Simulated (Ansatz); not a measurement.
`[OH][GeH2][NH]CF` → `[CH3][Ge]([NH2])([OH])[F]`  (isomerisation)

Computed with Ansatz on PBE0-D4/def2-TZVP structures; ΔE is electronic, products minus reactants. CCSD(T)/CBS adds triple-zeta CCSD(T) − MP2 to the extrapolated MP2 energy (def2 sets, frozen cores). DFT in def2-TZVPP. For Ge outer-core shells are correlated without core-valence functions, which leaves a few kJ/mol of doubt a bond. Scalar relativity is left out up to krypton. One conformer a species, not always the lowest.

`[OH][GeH2][NH]CF`:

Z-matrix (Å, degrees):
```
Ge
N 1 1.845
O 1 1.777 2 111.6
H 1 1.529 2 109.4 3 115.6
H 1 1.538 2 104.9 3 -120.4
C 2 1.400 1 118.5 3 75.0
H 2 1.010 1 115.3 3 -63.6
H 3 0.962 1 110.9 2 -46.8
F 6 1.416 2 112.7 1 -62.8
H 6 1.092 2 111.7 1 178.3
H 6 1.093 2 110.8 1 54.8
```

`[CH3][Ge]([NH2])([OH])[F]`:

Z-matrix (Å, degrees):
```
C
Ge 1 1.927
H 1 1.090 2 109.4
H 1 1.091 2 109.9 3 -119.4
H 1 1.090 2 110.2 3 119.9
N 2 1.802 1 113.9 3 171.3
O 2 1.769 1 115.4 3 -62.3
F 2 1.746 1 106.9 3 50.8
H 6 1.008 2 116.7 1 148.4
H 6 1.007 2 117.6 1 12.3
H 7 0.961 2 111.6 1 96.3
```

CCSD(T)/CBS gives -211.2 kJ/mol.

(1) Another level gave -189.7 kJ/mol. Which?
A. MP2/def2-TZVPP
B. r2SCAN/def2-TZVPP
C. PBE-D4/def2-TZVPP
D. CCSD/def2-TZVPP

Largest T1 diagnostic among the species: 0.012.

## Answers

(1) C. PBE-D4 -189.7, r2SCAN -203.3, CCSD/def2-TZVPP -208.6, MP2/def2-TZVPP -218.4 kJ/mol.

From PBE to PBE0 (25 % exact exchange), in def2-TZVPP and without D4, ΔE moves by −7.4 kJ/mol.
